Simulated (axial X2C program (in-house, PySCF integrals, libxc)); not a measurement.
**Spin–orbit effects down a group: molecules with Na, MP2**

All values come from calculations with an axial X2C code built on PySCF integrals, spin-free (one-electron X2C) or two-component (2c: spin–orbit coupling with atomic mean-field Coulomb and Gaunt terms, which also bring small scalar terms), in Dyall basis sets with cores contracted in-house; open shells are unrestricted.

Basis sets: Na dyall-cv3z, S dyall-av3z, Se dyall-cv3z, Te dyall-cv3z. Frozen shells (counts by l): NaS S 2s1p, Na 1s, 15 electrons correlated; NaSe Se 3s2p1d, Na 1s, 15 electrons correlated; NaTe Te 4s3p2d, Na 2s1p, 7 electrons correlated. Where the outer core of a metal is frozen, bonds come out longer and ionisation energies lower. Frozen cores can differ along the series, which adds to the trend.

```
molecule   spin-free state  Re (Å)  ωe (cm⁻¹)  De (eV)  2c state  Re 2c (Å)  ωe 2c (cm⁻¹)  De 2c (eV)
     NaS  M_S = 1/2, Λ = 1   2.493      331.5     2.47   Ω = 3/2      2.493         331.4        2.47
    NaSe  M_S = 1/2, Λ = 1   2.604      273.7     2.21   Ω = 3/2      2.605         273.2        2.18
    NaTe  M_S = 1/2, Λ = 1   2.842      233.4     2.02   Ω = 3/2      2.845         232.0        1.93
```

Work out the shifts from the spin-free to the two-component result.



```tsv
molecule	2c state	ΔRe (Å)	Δωe (cm⁻¹)	ΔDe (eV)
NaS	Ω = 3/2	0.000	-0.1	0.00
NaSe	Ω = 3/2	0.001	-0.5	-0.03
NaTe	Ω = 3/2	0.003	-1.4	-0.09
```

Shifts of one unit in the last digit are rounding.

Each entry is the lowest single determinant of a limited PBE0 search at one distance. De goes to single-determinant-based atoms at the same level (for ions the charge split of lowest energy) and is withheld (n/a) where an atom does not fit its ground term or J level. Main or longest-lived isotopes.
